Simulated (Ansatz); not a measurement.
Cartesian coordinates in Å:
```
O -1.147 -2.457 0.446
Ga -0.425 -0.847 0.627
S -0.135 0.040 2.593
O 0.046 -0.001 -0.859
Si 0.725 1.424 -1.282
H -1.218 -2.730 -0.472
H -0.660 -1.037 3.205
H 1.021 2.253 -0.079
H -0.203 2.179 -2.164
H 1.995 1.177 -2.015
```

Total charge 0; spin multiplicity 1.

**Question.** List the ωB97M-V/def2-TZVPP orbital energies in eV (the Gaussian-basis code of Ansatz). (Best estimate.)

**Answer.** Ansatz gave: Occupied: -10154.23, -2427.21, -1807.31, -1257.65, -1111.86, -1111.74, -1111.72, -526.13, -526.05, -221.18, -164.28, -164.22, -164.12, -155.19, -148.30, -107.70, -107.46, -107.42, -102.44, -102.40, -102.40, -30.54, -30.23, -26.81, -26.71, -26.68, -26.50, -26.29, -23.17, -18.00, -16.52, -15.24, -14.08, -13.45, -13.30, -12.54, -11.98, -11.85, -11.06, -11.02, -10.22. Lowest empty: 0.72, 1.41, 2.03, 2.57, 2.99, 3.33, 3.47, 3.63.
